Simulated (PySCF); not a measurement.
C₇H₁₁NSi.
Z-matrix (Å and degrees, PBE0-D3(BJ)/def2-SVP geometry), rows numbered from 1:
```
C 
C   1  1.3334
C   2  1.4998  1  125.09
C   3  1.5004  2  112.65  1   120.60
C   4  1.4293  3  126.49  2   -55.27
C   5  1.3728  4  107.45  3   179.46
N   6  1.3805  5  108.95  4    -0.47
Si  7  1.7684  6  125.93  5   173.55
C   4  1.3765  3  127.04  2   123.69
H   1  1.0952  2  121.20  3     0.58
H   1  1.0932  2  121.65  3  -179.53
H   2  1.0972  1  119.33  3   178.76
H   3  1.1037  2  109.19  1    -2.21
H   3  1.1036  2  109.42  1  -118.44
H   5  1.0888  4  126.27  3     0.52
H   6  1.0889  5  130.20  4  -179.45
H   8  1.4889  7  107.11  6    31.50
H   8  1.4922  7  111.60  6   -88.51
H   8  1.4892  7  107.51  6   151.48
H   9  1.0895  4  129.60  3     0.36
```

Level: PBE0/pcSseg-1 in PySCF, non-relativistic, on one gas-phase PBE0-D3(BJ)/def2-SVP geometry that isn't relaxed in the solvent. The solvent is an IEF-PCM continuum (cavity from Bondi-type radii × 1.2). The model holds no explicit solvent molecules, cavitation or dispersion.

Gas phase at PBE0/pcSseg-1: HOMO -6.18 eV, LUMO 0.25 eV, dipole 1.60 D.

Problem. What does the continuum do to the energy, the frontier levels and the dipole at PBE0/pcSseg-1 in benzene and methanol?

Solution. 
| solvent | ε | E(solvent) − E(gas) (kcal/mol) | polarisation term (kcal/mol) | distortion of the solute (kcal/mol) | HOMO (eV) | LUMO (eV) | dipole (D) |
| --- | --- | --- | --- | --- | --- | --- | --- |
| benzene | 2.271 | -1.82 | -1.91 | 0.09 | -6.20 | 0.25 | 1.84 |
| methanol | 32.61 | -4.26 | -4.77 | 0.51 | -6.29 | 0.18 | 2.13 |

The first energy column is the sum of the next two and covers electrostatics alone. From benzene to methanol the lowering changes by a factor 2.34, Onsager's factor (ε − 1)/(2ε + 1) by 2.08 and ε itself by 14.4.

Problem. Which radius a makes the point-dipole formula ΔE = −[(ε − 1)/(2ε + 1)]·μ²/a³ give the value in methanol, with the gas-phase dipole?

Solution. μ = 0.631 au and |ΔE| = 0.00678 Eh give a = 1.61 Å; the farthest nucleus lies 4.62 Å from the centroid of the nuclei, so such a sphere wouldn't even hold the nuclei. The formula assumes a rigid point dipole at the centre of a sphere.

Problem. Which Hirshfeld charges (PBE0/pcSseg-1) respond most in benzene (means over atoms taken as equivalent)?

Solution. 
```json
{"atoms": "C5", "environment": "aromatic CH carbon", "gas (e)": "-0.097", "solvent (e)": "-0.104", "change": "-0.007"}
{"atoms": "C4", "environment": "substituted aromatic carbon", "gas (e)": "-0.032", "solvent (e)": "-0.036", "change": "-0.004"}
{"atoms": "H20", "environment": "aromatic hydrogen", "gas (e)": "+0.050", "solvent (e)": "+0.053", "change": "+0.003"}
{"atoms": "H16", "environment": "aromatic hydrogen", "gas (e)": "+0.052", "solvent (e)": "+0.055", "change": "+0.003"}
{"atoms": "C1", "environment": "terminal =CH2 carbon", "gas (e)": "-0.110", "solvent (e)": "-0.113", "change": "-0.003"}
{"atoms": "Si8", "environment": "SiH3 silicon", "gas (e)": "+0.378", "solvent (e)": "+0.381", "change": "+0.003"}
```
